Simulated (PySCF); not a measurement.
**How methods differ on the excitation energy of Mg**

Mg [Ne] 3s2 (1S) → Mg [Ne] 3d2 (3F), as a difference of total energies. Calculation: PySCF 2.14, in aug-cc-pVTZ (6s5p3d2f, 50 functions); the non-relativistic Hamiltonian (point nucleus). Correlated levels: valence: [Ne] frozen. The calculations carry no spin-orbit coupling.

```json
{"method": "UHF", "excitation energy (cm⁻¹)": "107930"}
{"method": "LDA", "excitation energy (cm⁻¹)": "111730"}
{"method": "PBE", "excitation energy (cm⁻¹)": "107960"}
{"method": "PBE0", "excitation energy (cm⁻¹)": "109190"}
{"method": "r2SCAN", "excitation energy (cm⁻¹)": "107660"}
{"method": "B3LYP", "excitation energy (cm⁻¹)": "111640"}
{"method": "TPSS", "excitation energy (cm⁻¹)": "106850"}
{"method": "wB97X-V", "excitation energy (cm⁻¹)": "114870"}
{"method": "MP2 (valence)", "excitation energy (cm⁻¹)": "112210"}
{"method": "SCS-MP2 (valence)", "excitation energy (cm⁻¹)": "113870"}
```

The upper state lies above the first ionisation limit, where it may autoionise and the basis confines it.

The promoted electron is Rydberg-like, and one or two diffuse shells describe it only roughly, which tends to raise the upper state.
